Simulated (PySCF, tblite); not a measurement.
Isomers of [C7H14OP]+ (charge +1), one GFN2-xTB conformer each. Single-point energies are computed at PBE0/pcSseg-1 (PySCF, gas phase, no added dispersion term), electronic only.

```csv
SMILES,GFN2-xTB relative energy (kJ/mol)
C=C(C)[PH+]1CCOCC1,43.0
C=CC[PH+]1CCOCC1,50.7
COC1=C(C)C[P@H+](C)C1,0.0
C/C=C\[P@@H+](C)CC(C)=O,29.1
```

Conformers: `[CH2:1]=[C:2]([CH3:3])[PH+:4]1[CH2:5][CH2:6][O:7][CH2:8][CH2:9]1` (charge +1) with C1–C2–P4–C5 60°, C2–P4–C5–C6 -168°, P4–C5–C6–O7 56°, C5–C6–O7–C8 -73°, C6–O7–C8–C9 73°; `[CH2:1]=[CH:2][CH2:3][PH+:4]1[CH2:5][CH2:6][O:7][CH2:8][CH2:9]1` (charge +1) with C1–C2–C3–P4 -5°, C2–C3–P4–C5 175°, C3–P4–C5–C6 174°, P4–C5–C6–O7 4°, C5–C6–O7–C8 -78°, C6–O7–C8–C9 75°; `[CH3:1][O:2][C:3]1=[C:4]([CH3:5])[CH2:6][P@H+:7]([CH3:8])[CH2:9]1` (charge +1) with C1–O2–C3–C4 -163°, C3–C4–C6–P7 15°, C4–C6–P7–C8 96°, C6–P7–C9–C3 21°, O2–C3–C9–P7 164°; `[CH3:1]/[CH:2]=[CH:3]\[P@@H+:4]([CH3:5])[CH2:6][C:7]([CH3:8])=[O:9]` (charge +1) with C2–C3–P4–C5 126°, C3–P4–C6–C7 71°, P4–C6–C7–C8 180°.

**Question.** What does PBE0/pcSseg-1 give for the same structures?

**Answer.** 
| SMILES | PBE0/pcSseg-1 E (Eh) | PBE0/pcSseg-1 (kJ/mol) | GFN2-xTB (kJ/mol) | point group |
| --- | --- | --- | --- | --- |
| C/C=C\[P@@H+](C)CC(C)=O | -690.89795 | 0.0 | 29.1 | C1 |
| COC1=C(C)C[P@H+](C)C1 | -690.89330 | 12.2 | 0.0 | C1 |
| C=C(C)[PH+]1CCOCC1 | -690.88144 | 43.3 | 43.0 | Cs |
| C=CC[PH+]1CCOCC1 | -690.86894 | 76.2 | 50.7 | C1 |

GFN2-xTB puts COC1=C(C)C[P@H+](C)C1 lowest instead; measured from each level's own lowest isomer, the values differ by up to 29.1 kJ/mol (C/C=C\[P@@H+](C)CC(C)=O: 29.1 against 0.0). Neighbours under 21 kJ/mol apart (C/C=C\[P@@H+](C)CC(C)=O and COC1=C(C)C[P@H+](C)C1) can change places with a better method, another conformer or zero-point energy.

**Question.** Which frontier levels and rotational constants go with these structures?

**Answer.** 
```
                 SMILES  HOMO (eV, PBE0/pcSseg-1)  LUMO (eV)       A, B, C (MHz)
C/C=C\[P@@H+](C)CC(C)=O                    -11.79      -4.90   1642, 1088, 738.5
  COC1=C(C)C[P@H+](C)C1                    -10.15      -4.12   1918, 1052, 777.1
     C=C(C)[PH+]1CCOCC1                    -11.88      -5.33  2804, 846.5, 790.4
       C=CC[PH+]1CCOCC1                    -11.77      -3.88  2803, 910.2, 769.1
```

**Question.** What happens when harmonic zero-point energies from GFN2-xTB frequencies are added?

**Answer.** 
```
                 SMILES  ZPE (kJ/mol)  electronic (kJ/mol)  with ZPE (kJ/mol)
C/C=C\[P@@H+](C)CC(C)=O         493.6                  0.0                0.0
  COC1=C(C)C[P@H+](C)C1         499.5                 12.2               18.1
     C=C(C)[PH+]1CCOCC1         504.5                 43.3               54.3
       C=CC[PH+]1CCOCC1         505.3                 76.2               87.9
```

The zero-point energies span 11.7 kJ/mol. The order is unchanged.

**Question.** As an exercise, what shares would exp(−E/RT) give at 500 K from these electronic energies alone (no entropy, no degeneracies)?

**Answer.** RT = 4.157 kJ/mol: C/C=C\[P@@H+](C)CC(C)=O 94.9 %, COC1=C(C)C[P@H+](C)C1 5.1 %, C=C(C)[PH+]1CCOCC1 under 0.1 %, C=CC[PH+]1CCOCC1 under 0.1 %.
